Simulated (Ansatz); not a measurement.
Born–Oppenheimer molecular dynamics of CH6Ge (8 atoms, charge 0, multiplicity 1). It starts at the highest image of a converged band, a first-order saddle point between two minima.

Level of theory: Ansatz 0.2.0, RKS BLYP/def2-SVP.

```
ensemble                      : NVE (velocity Verlet)
time step                     : 0.5 fs
steps asked                   : 200
starting velocities drawn for : 300 K
seed                          : 4116
```

Frames 5 fs apart, positions in Å.

Velocities at 40.0 fs (Å/ps):

```
Ge 2.40 0.03 4.59
C -5.49 1.68 -23.35
H -24.65 -5.20 -58.95
H -8.32 3.15 0.85
H -10.88 -9.14 -17.24
H -20.33 1.81 1.20
H -16.70 -47.29 13.19
H -26.85 34.31 8.35
```

```xyz
8
Properties=species:S:1:pos:R:3 time_fs=40.0 energy_less_start_eV=-0.737 T=1252
Ge 0.316 0.018 -0.402
C 0.851 0.003 1.532
H 0.134 -0.443 2.240
H 1.774 -0.628 1.480
H 1.213 1.015 1.709
H 0.887 0.000 -1.807
H -0.473 1.247 -1.166
H -0.542 -1.111 -1.128
8
Properties=species:S:1:pos:R:3 time_fs=45.0 energy_less_start_eV=-1.285 T=1957
Ge 0.324 0.018 -0.383
C 0.836 0.004 1.406
H -0.019 -0.436 1.960
H 1.725 -0.628 1.524
H 1.135 1.043 1.699
H 1.049 -0.004 -1.804
H -0.591 1.066 -0.950
H -0.717 -1.003 -0.948
8
Properties=species:S:1:pos:R:3 time_fs=50.0 energy_less_start_eV=-1.334 T=2019
Ge 0.327 0.017 -0.379
C 0.840 0.007 1.308
H -0.123 -0.355 1.742
H 1.680 -0.666 1.616
H 0.985 1.014 1.748
H 1.446 -0.024 -1.613
H -0.793 1.168 -0.588
H -0.868 -1.060 -0.583
8
Properties=species:S:1:pos:R:3 time_fs=55.0 energy_less_start_eV=-0.721 T=1231
Ge 0.322 0.017 -0.393
C 0.863 0.007 1.301
H -0.136 -0.298 1.659
H 1.589 -0.688 1.700
H 0.893 0.987 1.792
H 1.662 -0.035 -1.214
H -0.800 1.306 -0.239
H -0.798 -1.160 -0.238
8
Properties=species:S:1:pos:R:3 time_fs=60.0 energy_less_start_eV=-0.913 T=1478
Ge 0.309 0.018 -0.418
C 0.881 0.013 1.388
H -0.114 -0.329 1.784
H 1.595 -0.755 1.791
H 0.983 1.036 1.833
H 1.721 -0.028 -0.972
H -0.528 1.271 -0.097
H -0.540 -1.234 -0.142
8
Properties=species:S:1:pos:R:3 time_fs=65.0 energy_less_start_eV=-1.413 T=2122
Ge 0.296 0.018 -0.441
C 0.888 0.014 1.534
H -0.019 -0.330 2.058
H 1.641 -0.730 1.815
H 1.206 1.018 1.857
H 1.752 0.002 -1.036
H -0.312 1.339 -0.208
H -0.320 -1.385 -0.323
8
Properties=species:S:1:pos:R:3 time_fs=70.0 energy_less_start_eV=-1.451 T=2171
Ge 0.291 0.016 -0.459
C 0.889 0.008 1.680
H 0.062 -0.243 2.404
H 1.754 -0.714 1.784
H 1.407 0.988 1.907
H 1.662 0.057 -1.244
H -0.328 1.578 -0.505
H -0.228 -1.507 -0.683
8
Properties=species:S:1:pos:R:3 time_fs=75.0 energy_less_start_eV=-1.187 T=1831
Ge 0.289 0.015 -0.469
C 0.902 0.001 1.802
H 0.211 -0.110 2.654
H 1.730 -0.724 1.745
H 1.453 0.932 1.939
H 1.506 0.132 -1.446
H -0.385 1.479 -0.896
H -0.236 -1.380 -1.078
8
Properties=species:S:1:pos:R:3 time_fs=80.0 energy_less_start_eV=-0.609 T=1086
Ge 0.289 0.016 -0.475
C 0.926 -0.002 1.881
H 0.284 -0.055 2.787
H 1.630 -0.851 1.771
H 1.456 0.992 1.933
H 1.456 0.209 -1.536
H -0.475 1.109 -1.192
H -0.336 -1.110 -1.348
8
Properties=species:S:1:pos:R:3 time_fs=85.0 energy_less_start_eV=-0.279 T=661
Ge 0.291 0.017 -0.480
C 0.956 0.004 1.921
H 0.226 -0.075 2.754
H 1.532 -0.943 1.867
H 1.461 0.962 1.879
H 1.550 0.266 -1.423
H -0.722 0.928 -1.341
H -0.492 -1.000 -1.432
8
Properties=species:S:1:pos:R:3 time_fs=90.0 energy_less_start_eV=-0.639 T=1125
Ge 0.291 0.018 -0.486
C 0.969 0.000 1.922
H 0.081 -0.054 2.580
H 1.516 -0.946 1.968
H 1.569 0.936 1.851
H 1.681 0.301 -1.145
H -0.924 0.963 -1.226
H -0.545 -1.124 -1.285
8
Properties=species:S:1:pos:R:3 time_fs=95.0 energy_less_start_eV=-1.190 T=1833
Ge 0.288 0.021 -0.491
C 0.960 -0.008 1.877
H -0.033 0.063 2.372
H 1.572 -0.940 2.044
H 1.639 0.854 1.913
H 1.778 0.325 -0.880
H -0.855 1.043 -0.846
H -0.385 -1.339 -0.951
```

Of the whole run (100 fs, mean temperature of the second half 1535 K): The conserved energy stayed within 0.21 meV per atom of its start (net change 0.063 meV per atom), so the integration is sound. The system heated up, since it started high on the potential surface and ran downhill. A run of 0.1 ps of so small a system gives no equilibrium averages. The orbitals stay closed-shell, which can raise the energy where a bond breaks towards radicals; this wasn't checked here.

Time of the run: 2.5 min on 2 threads of Arm Neoverse V2 (shared host), peak memory 0.14 GiB.
